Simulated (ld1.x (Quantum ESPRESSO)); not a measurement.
# What one change does to a pseudopotential (technetium, TM)

```json
{
 "Element": "Tc",
 "Generator": "ld1.x (Quantum ESPRESSO) 7.5",
 "Type": "norm-conserving Troullier–Martins (Kleinman–Bylander form)",
 "Functional": "BP86",
 "Relativity": "fully relativistic",
 "Frozen core": "[Ar] 3d10 4s2",
 "Valence charge": "13",
 "Reference configuration": "4p6 4d4 5s0 5p0 (charge +3)",
 "Partial waves": "5s (bound, empty): rc 2.15 bohr; 4p (bound): rc 1.55 bohr; 4d (bound): rc 2.05 bohr",
 "Local potential": "all-electron potential smoothed inside 1.25 bohr (lloc = -2)",
 "Core correction": "Bessel-smoothed model core inside 0.85 bohr"
}
```

Open shells are filled in proportion to 2j + 1 (rel_dist='average').

Change: scalar-relativistic.

Cutoffs: the cutoffs (Ry, on a coarse ladder) from which the occupation-weighted sum of valence levels, in a spherical-Bessel basis at the reference potential, stays within 10 and 1 mRy of its value at 400 Ry; they do not see the model core or the augmentation charge, which bear on the density cutoff. Errors are all-electron minus pseudo energies relative to the spin-unpolarised reference configuration.

Question: How do hardness, ghosts and transferability respond?

Answer: The potential gets neither clearly harder nor softer (50 Ry and 90 Ry → 50 Ry and 90 Ry); both files keep a bound ghost (s); of the 7 tests that both files solve, the error grows in 2 and shrinks in 3 by more than 15 % and 0.3 meV (median size 37.0 → 26.6 meV).

| quantity | base | changed |
| --- | --- | --- |
| cutoff, loose | 50 Ry | 50 Ry |
| cutoff, tight | 90 Ry | 90 Ry |
| loose cutoff by channel (10 mRy a level) | p 35 Ry, d 35 Ry | p 25 Ry, d 40 Ry |
| bound ghosts | s | s |
| error for 4p6 4d5 5s2 5p0, meV [ΔE -52.15 eV] | +71 | +61 |
| error for 4p6 4d5 5s1 5p0, meV [ΔE -43.80 eV] | +37 | +28 |
| error for 4p6 4d5 5s0 5p0, meV [ΔE -28.79 eV] | -9.0 | -16 |
| error for 4p6 4d6 5s1 5p0, meV [ΔE -53.04 eV] | +38 | +6.0 |
| error for 4p6 4d5 5s0 5p1, meV [ΔE -39.17 eV] | +33 | +27 |
| error for 4p6 4d5 5s1 5p1, meV [ΔE -48.36 eV] | +59 | +51 |
| error for 4p6 4d3 5s0 5p0, meV [ΔE 42.10 → 42.10 eV] | -11 | -20 |
| s: phases at 2.36 bohr within 0.05 rad from the reference energy up to (Ry; the scan ends near 5) | 0.2 | 0.2 |

 A true bound ghost makes a file unfit for plane-wave use even where its test errors are small: the radial tests pick states by their node count and pass the ghost by.
